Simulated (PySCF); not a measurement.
TeBr4, SMILES Br[Te](Br)(Br)Br. Atoms are numbered in the order given.

```xyz
5

Te     0.0000     0.0000     0.4729
Br     1.9587     0.0000    -1.1598
Br     0.0000     2.6369     0.8085
Br    -1.9587     0.0000    -1.1598
Br     0.0000    -2.6369     0.8085
```
Charge 0, spin multiplicity 1.

Geometry: PBE-D3(BJ)/def2-SVP. The def2 effective core potentials stand for the cores of Te; spin–orbit coupling is left out.

These are PBE/def2-TZVP in PySCF values and carry that method's errors.

Symmetry labels are those of the subgroup C2v that the program uses (full group C2v).

Question: List the valence orbital energies around the gap with their symmetry. (An estimate is asked for; the answer gives what the named calculation found.)

Answer: 
```csv
orbital,symmetry,energy (eV)
HOMO−7,A2,-8.29
HOMO−6,B2,-8.13
HOMO−5,B1,-8.03
HOMO−4,A1,-7.52
HOMO−3,B1,-7.34
HOMO−2,B2,-7.23
HOMO−1,A2,-7.19
HOMO,A1,-6.93
LUMO,A1,-4.85
LUMO+1,B1,-4.63
LUMO+2,B2,-3.32
LUMO+3,A1,1.88
```
